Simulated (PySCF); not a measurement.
CrO2Cl, SMILES [Cr+](=[O])(=[O])[Cl], charge +1, multiplicity 1.

Geometry: B3LYP-D3(BJ)/def2-SVP. The multiplicity is an assumed one; other spin states were not compared. The isomer is the one that the SMILES or the coordinates give; other isomers of the formula were not compared.

Level of theory: ωB97X/def2-TZVPD (PySCF).

The molecule is in vacuum.

Computed frontier levels, gap, dipole moment and polarisability:
```yaml
highest_occupied_level: -18.30 eV
lowest_empty_level: -9.90 eV
orbital_gap: 8.40 eV
dipole_moment_about_the_centre_of_nuclear_charge: 3.09 D
mean_static_polarisability: 44.1 bohr³ (6.54 Å³)
polarisability_principal_values: 26.3, 43.9, 62.2 bohr³
```
